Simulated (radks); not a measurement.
Spin polarisation of the 2p2 shell in C. Start: [He] 2s2 2p(up 1, down 1); electrons of 2p are moved from spin down to spin up, other shells keep equal spins. Calculated with a radial shooting solver on a logarithmic mesh with Libxc functionals: scalar-relativistic Kohn-Sham, BLYP, spin-polarised, spherical densities, point nucleus.

moment (Bohr magnetons)	E - E(0) (eV)	e(2p up) (eV)	e(2p down) (eV)	2s down minus up (eV)	1s down minus up (eV)
0	0.000	-5.238	-5.238	0.000	0.000
0.5	-0.075	-5.510	-4.913	0.675	0.198
1	-0.297	-5.718	-4.546	1.328	0.390
1.5	-0.657	-5.856	-4.149	1.940	0.573
2	-1.145	-5.919	-3.729	2.499	0.744

At moment 2 the spin-polarisation energy is -1.145 eV and the 2p exchange splitting 2.190 eV, that is 1.095 eV per Bohr magneton; E = -I m^2/4 would give I = 1.145 eV.
